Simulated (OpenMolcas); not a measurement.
Tc4+ among 6 point charges of -1.5 e arranged as a tetragonal octahedron (D4h). The axial distance is 1.07 times the equatorial one, R.

| Item | Value |
| --- | --- |
| Program | OpenMolcas 26.06 |
| Method | CASSCF |
| Basis | ANO-RCC-VDZP [6s5p3d1f] |
| Scalar Hamiltonian | DKH2, point nucleus |
| Active space | 3 electrons in 5 orbitals (4d) |
| State averaging | 2S+1 = 4 even, 10 roots; 2S+1 = 2 even, 40 roots |
| Spin-orbit coupling | RASSI with atomic mean-field integrals over the reference wave functions |

All point charges move together. At R = 1.7 Å the first state of the same spin is 12464 cm-1, and at R = 1.94 Å it is 6654 cm-1.

**Question.** A third run gives 9522 cm-1. What distance was it run at?

**Answer.** With a power law R^-n the two known points give n = -ln(6654 / 12464) / ln(1.94 / 1.7) = 4.75. Then R = 1.7 × (12464 / 9522)^(1/4.75) = 1.799 Å. The run was at 1.8 Å, so the estimate is off by -0.001 Å.

Without dynamic correlation the repulsion within the d shell is too large (B by tens of per cent), so at a given field states of lower spin stand too high. This is an electrostatic model: the charges have no orbitals. No measured value stands beside these numbers.
